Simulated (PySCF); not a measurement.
Input of an EPR job (settings, then geometry in Å):

```
{"job": {"kind": "epr", "basis": "pcH-1"}, "charge": 0, "multiplicity": 2}
N      2.468559    -0.746686     0.327494
C      1.446649    -0.277995     0.096291
C      0.185278     0.229678    -0.250358
C     -0.221714     1.474004     0.008926
F     -1.411927     1.923493    -0.362311
O     -0.747716    -0.719699    -0.878505
C     -1.128902    -1.748778    -0.256494
O     -0.952034    -2.335819     0.756101
H      0.375368     2.207796     0.533677
```

Method used: PySCF, UKS B3LYP, pcH-1 on C F H N O, non-relativistic, mean-field spin-orbit, GIAO. The structure is a single GFN2-xTB conformer in the gas phase; no vibrational or solvent corrections. The geometry wasn't refined by DFT: couplings that depend on bond lengths, twists or pyramidal angles can differ widely from those at the functional's own minimum.

Output of the driver script. Atoms in this output count from 0.

```
UKS, coarse grid
  cycle   1  E = -457.74847384  |g| = 7.31e-01
  cycle   2  E = -456.76289746  |g| = 1.72e+00
  cycle   3  E = -457.92395673  |g| = 2.77e-01
  cycle   4  E = -457.94836639  |g| = 1.08e-01
  cycle   5  E = -457.95225818  |g| = 1.72e-02
  cycle   6  E = -457.95232970  |g| = 1.24e-02
  cycle   7  E = -457.95239411  |g| = 3.89e-03
  cycle   8  E = -457.95240050  |g| = 2.12e-03
  cycle   9  E = -457.95240219  |g| = 8.53e-04
UKS, final grid
  cycle   1  E = -457.95238816  |g| = 1.70e-03
  cycle   2  E = -457.95238369  |g| = 3.83e-03
  cycle   3  E = -457.95238947  |g| = 3.49e-04
  cycle   4  E = -457.95238955  |g| = 1.43e-04
  cycle   5  E = -457.95238960  |g| = 1.23e-04
  cycle   6  E = -457.95238964  |g| = 9.26e-05
  cycle   7  E = -457.95238964  |g| = 1.42e-05
E = -457.95238964 Eh   <S^2> = 0.7538 (exact 0.7500)
g shifts (ppm)      1          2          3
  rmc          -244       -244       -244
  gc             53         16       -119
  oz_so       -3705       -359       1324
  total       -3895       -586        960
hyperfine (MHz)  atom isotope    a_iso     a_fc   dipolar eigenvalues
    0   14N       1.08       1.08     -2.21     -1.39      3.60
    1   13C      -3.16      -3.16     -2.74     -0.64      3.38
    2   13C     101.80     101.80    -12.70     -8.01     20.71
    3   13C      -7.29      -7.29     -4.29      0.40      3.89
    4   19F      23.96      23.96    -16.37     -0.04     16.41
    5   17O    -368.40    -368.40     -9.85      2.96      6.89
    6   13C     552.03     552.03    -50.31    -42.70     93.01
    7   17O     -57.64     -57.64    -93.36     42.43     50.93
    8    1H      12.69      12.69     -1.66     -0.37      2.03
```

|g| in the SCF lines is the orbital gradient. In the g block, columns 1 to 3 are the principal axes in rising order; rmc is the relativistic mass correction, gc the gauge correction and oz_so the orbital-Zeeman/spin–orbit term. a_fc is the Fermi-contact part of a_iso, here all of it, since this run has no spin–orbit term in the hyperfine coupling.

Task: Is the state sound, as far as the log shows?

Result: The SCF converged after 16 cycles in all, 9 of them on the coarse grid; no stability test was run. The unrestricted determinant has ⟨S²⟩ = 0.7538 (exact 0.7500), so spin contamination is small.

Task: What are the principal g values and g_iso?

Result: Adding the total shifts to 2.002319 gives 1.99842, 2.00173, 2.00328; their mean shift is -1174 ppm, so g_iso = 2.00115.

Task: Which couplings shape the isotropic spectrum at natural abundance (0.05 mT or more)? Keep the log's numbering.

Result: atom 4 (19F, I = 1/2): 24.0 MHz = 0.86 mT in magnitude, a 1:1 doublet; atom 8 (1H, I = 1/2): 12.7 MHz = 0.45 mT in magnitude, a 1:1 doublet. Together 4 lines to first order. 

Task: What are the principal values of the full tensor of atom 7 (17O)?

Result: a_iso plus each dipolar eigenvalue: -151.00, -15.20, -6.71 MHz.

The species is `N#C/C(=C/F)O[C]=O` [radical]. The run used 210 basis functions and 6 iterations of the response equations.

The values belong to the conformer `[N:1]#[C:2]/[C:3](=[CH:4]/[F:5])[O:6][C:7]=[O:8]`: C2–C3–O6–C7 61°, C3–O6–C7–O8 -5°.
Labels such as C1 count atoms from 1, the log's own numbers from 0.
